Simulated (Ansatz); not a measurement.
`[Cl][GeH2][Cl]` + `S[SiH2]Cl` → `Cl[SiH2][S][GeH2][Cl]` + HCl  (ligand exchange at a Ge–Cl bond)

Isolated molecules relaxed with PBE0-D4/def2-TZVP in Ansatz; ΔE leaves out vibrations. CCSD(T)/CBS is the MP2 limit (def2-TZVPP, def2-QZVPP) plus CCSD(T) − MP2 in def2-TZVPP, frozen cores. This one scheme is used for every species. Functionals use def2-TZVPP. For Ge outer-core shells are correlated without core-valence functions, which leaves a few kJ/mol of doubt a bond. Scalar relativity is left out up to krypton. Each species was taken in one conformer, which may not be the lowest.

Task: Is it downhill or uphill in electronic energy at CCSD(T)/CBS, and by how much? (Best estimate.)

Result: Ansatz gave: Uphill: ΔE = +12.5 kJ/mol.

Task: What do these levels give: PBE0-D4, MP2/def2-TZVPP, CCSD/def2-TZVPP, CCSD(T)/def2-TZVPP, MP2/CBS(def2), CCSD/CBS(def2)? (An estimate is asked.)

Result: Computed: PBE0-D4 13.7, MP2/def2-TZVPP 11.0, CCSD/def2-TZVPP 18.0, CCSD(T)/def2-TZVPP 14.4, MP2/CBS(def2) 9.1, CCSD/CBS(def2) 16.1 kJ/mol.

Largest T1 diagnostic among the species: 0.010.

In def2-TZVPP, CCSD(T) changes the Hartree–Fock value by −22.5 kJ/mol (the triples alone add −3.5 kJ/mol) and MP2 by −25.9 kJ/mol. The D4 term adds −14.0 kJ/mol with B3LYP and −8.0 kJ/mol with PBE0; it sums over pairs of atoms, weighted by their polarisabilities, and B3LYP, whose exchange is more repulsive, gets the larger term.

B3LYP here is the variant with VWN-RPA as its local correlation; programs differ in this.
